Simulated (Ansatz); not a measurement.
`[NH2][Zn][CH2][TeH]` + `B[SiH2]CC` → `CC[SiH2][TeH]` + `B[CH2][Zn][NH2]`  (redistribution)

Gas-phase electronic energies from Ansatz, PBE0-D4/def2-TZVP geometries. CBS: MP2 limit from def2 TZ/QZ plus the TZ coupled-cluster correction, frozen cores. DFT in def2-TZVPP. def2 core potentials past Kr. For Te, Zn outer-core shells are correlated without core-valence functions, which leaves a few kJ/mol of doubt a bond. Scalar relativity is left out up to krypton. One conformer a species, not always the lowest.

`[NH2][Zn][CH2][TeH]`:

Cartesian coordinates in Å:
```
N 0.046 -2.191 1.414
Zn -0.043 -0.785 0.269
C -0.224 0.758 -0.877
Te 0.279 2.543 0.197
H -0.298 -3.092 1.115
H 0.889 -2.332 1.951
H -1.248 0.858 -1.237
H 0.455 0.676 -1.725
H 0.145 3.565 -1.108
```

`B[SiH2]CC`:

Cartesian coordinates in Å:
```
B -2.509 0.639 0.335
Si -0.507 0.663 0.493
C 0.409 -0.685 -0.447
C 1.928 -0.590 -0.342
H -3.176 1.325 1.055
H -3.091 -0.011 -0.485
H -0.098 0.635 1.931
H -0.088 2.003 -0.033
H 0.062 -1.656 -0.075
H 0.093 -0.638 -1.495
H 2.259 -0.655 0.698
H 2.294 0.361 -0.739
H 2.423 -1.391 -0.896
```

`CC[SiH2][TeH]`:

Cartesian coordinates in Å:
```
C -0.150 -1.500 0.560
C 0.550 -0.153 0.698
Si -0.374 1.279 -0.082
Te -0.744 0.975 -2.537
H -0.290 -1.764 -0.491
H 0.428 -2.299 1.031
H -1.137 -1.486 1.028
H 0.694 0.103 1.755
H 1.551 -0.190 0.256
H -1.754 1.383 0.467
H 0.346 2.557 0.159
H 0.881 1.094 -2.844
```

`B[CH2][Zn][NH2]`:

Z-matrix (Å, degrees):
```
B
Zn 1 2.481
C 1 1.499 2 53.2
H 1 1.202 2 105.8 3 -116.9
H 1 1.202 2 105.8 3 116.9
N 2 1.815 1 152.1 3 -179.9
H 3 1.092 1 120.6 2 -105.0
H 3 1.092 1 120.6 2 105.0
H 6 1.009 2 119.2 1 -68.8
H 6 1.009 2 119.1 1 68.1
```

CCSD(T)/CBS gives -173.0 kJ/mol.

Problem. Another level gave -178.8 kJ/mol. Which?
A. MP2/def2-TZVPP
B. PBE-D4/def2-TZVPP
C. HF/def2-TZVPP
D. SCS-MP2/def2-TZVPP

Solution. B. PBE-D4 -178.8, SCS-MP2/def2-TZVPP -174.6, MP2/def2-TZVPP -184.5, HF/def2-TZVPP -165.6 kJ/mol.

Largest T1 diagnostic among the species: 0.014.

In def2-TZVPP, CCSD(T) changes the Hartree–Fock value by −7.6 kJ/mol (the triples alone add −2.5 kJ/mol) and MP2 by −18.8 kJ/mol. From PBE to PBE0 (25 % exact exchange), in def2-TZVPP and without D4, ΔE moves by −3.1 kJ/mol.

CCSD(T)/CBS has its own doubt, a few kJ/mol and more with outer-core shells, so smaller differences from it don't rank the levels.
